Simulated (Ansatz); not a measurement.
Diatomic CuCl, closed-shell singlet (the spin of the measured ground state). No spin–orbit coupling. Cu is treated without relativity.

Seven points along R, fitted to fifth degree in 1/R; most abundant isotopes. Runs in def2 and cc sets follow the lowest solution found near the PBE0 minimum. The singlet is held restricted. HF and MP2 rows in def2 and cc sets belong to the determinant that coupled cluster picked by its CCSD energy.

Correlated levels freeze the inner cores; with def2 sets outer-core shells near the valence are correlated too.

Programs: Ansatz (a program for electronic structure) with Gaussian orbitals. Each number belongs to the level named beside it.

Energies at MP2/def2-TZVPP:

| R (Å) | E (hartree) |
|---|---|
| 1.930412 | -2099.52510965 |
| 1.982305 | -2099.52845261 |
| 2.030047 | -2099.52980689 |
| 2.084015 | -2099.52976013 |
| 2.137984 | -2099.52838882 |
| 2.200255 | -2099.52553740 |
| 2.272905 | -2099.52093381 |

Q: With a reduced mass of 22.4781 u, find the minimum, the force constant and the constants.

A: A fifth-degree polynomial in 1/R puts the minimum at r_e = 2.0548 Å with force constant 225 N/m. Then ω_e = (1/2πc)√(k/μ) = 412 cm⁻¹ and B_e = h/(8π²cμr_e²) = 0.1776 cm⁻¹; the cubic and quartic terms give α_e = 0.00096 and ω_e x_e = 1.3 cm⁻¹.
